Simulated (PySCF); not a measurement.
A search over the determinants of SiHg

Unrestricted PBE0; basis Si def2-SVP, Hg def2-SVP with ECP60; scalar-relativistic core potentials; PySCF 2.14. Outer shells of the fragments: Si 3s2 3p2; Hg 5d10 6s2.

Followed along the bond (rough minima from three points):

```
2Ms+1  unpaired  ⟨S²⟩ at the start  R at minimum (Å)  Te (eV)
    3      π ↑↑               2.01              2.60     0.00
    1      π ↑↓               1.01              2.59     0.28
    1      none               0.00              2.55     1.16
    3  σ ↑, π ↑               2.01  none in the scan   ≤ 0.51
    1  σ ↓, π ↑               1.01  none in the scan   ≤ 0.77
```

Solutions found at the starting distance of 2.490 Å, counted from the lowest of them; the search is not exhaustive and high or unbound solutions are not listed, so other states can lie among these:

```
2Ms+1    unpaired   term  E (eV)  ⟨S²⟩  ⟨Lz²⟩  μ (D)
    3        π ↑↑    ³Σ⁻    0.00  2.01   0.00   2.07
    1        π ↑↓  mixed    0.27  1.01   2.02   1.98
    3    σ ↑, π ↑     ³Π    0.88  2.01   1.01  -0.65
    1    σ ↓, π ↑  mixed    1.06  1.01   1.01  -0.70
    1        none  mixed    1.15  0.00   2.00   1.63
    3  σ ↑↑, π ↑↓  mixed    3.59  3.01   2.01   1.58
    1  σ ↓↓, π ↑↑  mixed    3.79  2.01   0.00   1.81
    3        π ↑↑  mixed    3.90  2.01   2.01  -2.81
    3    σ ↑, π ↑     ³Π    4.14  2.03   1.01   3.28
    1    σ ↓, π ↑  mixed    4.47  1.02   1.02   3.42
```

A term symbol is given only where ⟨S²⟩ and ⟨Lz²⟩ are close to those of a pure state; real π, δ and φ orbitals otherwise mix terms. A positive dipole means Si(−)Hg(+).

Spin–orbit coupling is left out. Counting both spins, an empty level lies below a filled one in some of these solutions, because spin and occupation are held.
